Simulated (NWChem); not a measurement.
A series in which one site is exchanged, each optimised at B3LYP/6-31G* with NWChem, gas phase unless a solvent is named. All stand in one matching conformer (torsions within 35°), which need not be the lowest. Pople sets run with spherical d functions. This build's default masses of Se (78.918 u) and Br (79.917 u) are each other's, which moves their modes by up to 0.6 %.

A: [SeH][SeH] (H₂Se₂; site = H)
B: [SeH][Se]Br (HSe2Br; site = Br)
C: F[Se][SeH] (HSe2F; site = F)
D: Cl[Se][SeH] (HSe₂Cl; site = Cl)

Values for A:

| Item | Value |
|---|---|
| dipole (D), B3LYP/6-31G* | 1.04 |
| orbital gap (eV), B3LYP/6-31G* | 4.78 |
| static polarisability, PBE0/def2-SVPD (bohr³) | 59.7 |

How do these values change for the other members?


| change from A | B | C | D |
|---|---|---|---|
| dipole (D), B3LYP/6-31G* | +0.89 | +0.98 | +1.15 |
| orbital gap (eV), B3LYP/6-31G* | -1.17 | -0.09 | -0.85 |
| static polarisability, PBE0/def2-SVPD (bohr³) | +25.4 | -0.6 | +16.0 |
